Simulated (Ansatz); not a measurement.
# Telling isomers of C3HF2NS apart by their spectra

These gas-phase data were calculated for one isomer of C3HF2NS at PBE0-D3(BJ)/def2-SVP (harmonic, unscaled wavenumbers; equilibrium rotational constants with average atomic masses):

```
rotational constants            : 3.373, 2.497, 1.435 GHz
all wavenumbers above 1500 cm⁻¹ : 3252, 1706, 1544
```

Candidates:

(1) `Fc1cnc(F)s1`, a singlet
(2) `Fc1ncsc1F`, a singlet
(3) `Fc1csc(F)n1`, a singlet

Q: Assign the data to one candidate and say why. Where the bands don't settle it, estimate the moments of inertia from typical bond lengths.

A: Candidate (2). The rotational constants decide: (1) would give 5.273, 1.812, 1.349 GHz; (3) would give 4.244, 1.95, 1.336 GHz.

The same quantities for all candidates:

```
     rotational constants (GHz)  wavenumbers above 1500 cm⁻¹  E above the lowest, PBE0-D3(BJ)/def2-SVP (kcal/mol)
(1)         5.273, 1.812, 1.349             3264, 1687, 1658                                                  8.2
(2)         3.373, 2.497, 1.435             3252, 1706, 1544                                                 10.4
(3)          4.244, 1.95, 1.336             3304, 1677, 1635                                                  0.0
```

Programs: Ansatz 0.2.0.
